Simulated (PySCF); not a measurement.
## S: excitation energy

S [Ne] 3s2 3p4 (3P) → S [Ne] 3s2 3p3 3d1 (5D), as a difference of total energies. Computed with PySCF 2.14 in aug-cc-pwCVTZ (8s7p5d3f, 75 functions), with the non-relativistic Hamiltonian (point nucleus). Correlated levels: valence: [Ne] frozen; valence and next inner shell: 1s2 frozen; nothing frozen. The calculations carry no spin-orbit coupling.

```tsv
method	excitation energy (eV)
UHF	8.572
LDA	9.103
PBE	8.966
PBE0	9.048
r2SCAN	9.070
BHandHLYP	9.342
MN15	9.348
M06-2X	9.400
B3LYP	9.251
MP2 (valence)	9.119
SCS-MP2 (valence)	9.312
MP2 (valence and next inner shell)	9.138
SCS-MP2 (valence and next inner shell)	9.325
MP2 (all electrons)	9.140
SCS-MP2 (all electrons)	9.326
```

Errors of the correlated levels include the incompleteness of this basis and the frozen core.

The promoted electron is Rydberg-like, and one or two diffuse shells describe it only roughly, which tends to raise the upper state.

In the upper state the promoted electron has a positive orbital energy at LDA, PBE, PBE0, r2SCAN, BHandHLYP, MN15, M06-2X, B3LYP, so the basis confines it.

Q: Which method comes closest to the reference value, and which is furthest?

A: The reference is 8.392 eV (measured; NIST levels, between the centres of gravity of the two terms). Closest: UHF (error 0.180 eV); furthest: M06-2X (error 1.008 eV).
